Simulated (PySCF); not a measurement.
Ligands exchanged one at a time, Al Br-H. Gas-phase values, no solvent. Strings in code marks are SMILES.

Quantity: vertical ionisation energy (energy after one electron is removed minus that of the parent at the parent's geometry), in eV.

Level 1: B3LYP-D3(BJ)/def2-TZVP (PySCF)
Level 2: minus the HOMO energy of B3LYP-D3(BJ)/def2-TZVP (PySCF)
Level 3: minus the HOMO energy of HF/3-21G // B3LYP-D3(BJ)/def2-TZVP (PySCF)
Level 4: minus the HOMO energy of HF/STO-3G // B3LYP-D3(BJ)/def2-TZVP (PySCF)

| species | level 1 | level 2 | level 3 | level 4 |
|---|---|---|---|---|
| `[AlH2][Br]` | 10.49 | 8.03 | 10.84 | 7.65 |
| `[Br][AlH][Br]` | 10.64 | 8.36 | 11.31 | 8.27 |
| `[AlH3]` | 11.21 | 8.40 | 11.64 | 9.17 |
